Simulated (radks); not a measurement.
The numbers below are computed, except where a source is named.
Q: The mean radii <r> (bohr) of the occupied orbitals of an atom or ion are listed with their occupations. Level of theory: Dirac Kohn-Sham, PBEsol, spin-unpolarised, spherical densities, point nucleus (a radial shooting solver on a logarithmic mesh with Libxc functionals).

| orbital | occ. | <r> |
|---|---|---|
| 1s1/2 | 2 | 0.02074 |
| 2s1/2 | 2 | 0.08755 |
| 2p1/2 | 2 | 0.07292 |
| 2p3/2 | 4 | 0.08008 |
| 3s1/2 | 2 | 0.2295 |
| 3p1/2 | 2 | 0.2192 |
| 3p3/2 | 4 | 0.2327 |
| 3d3/2 | 4 | 0.2054 |
| 3d5/2 | 6 | 0.2096 |
| 4s1/2 | 2 | 0.5184 |
| 4p1/2 | 2 | 0.5280 |
| 4p3/2 | 4 | 0.5589 |
| 4d3/2 | 4 | 0.5885 |
| 4d5/2 | 6 | 0.5994 |
| 5s1/2 | 2 | 1.260 |
| 5p1/2 | 2 | 1.414 |
| 5p3/2 | 4 | 1.519 |
| 4f5/2 | 6 | 0.7906 |
| 4f7/2 | 4 | 0.8050 |
| 6s1/2 | 2 | 3.830 |
| 5d3/2 | 1 | 2.791 |

Name the element and its charge. Open shells, if any, fill j = l - 1/2 first.

A: Z = 67, holmium, charge 0: Ho in [Xe] 4f10 5d1 6s2. The 1s radius gives Z: for a bare nucleus <r> = (2 gamma + 1)/(2Z) with gamma = sqrt(1 - (Z/c)^2), 0.02048 bohr for Z = 67, and screening makes it slightly larger (0.02074 here). The occupations add up to 67, and the charge is Z minus that.
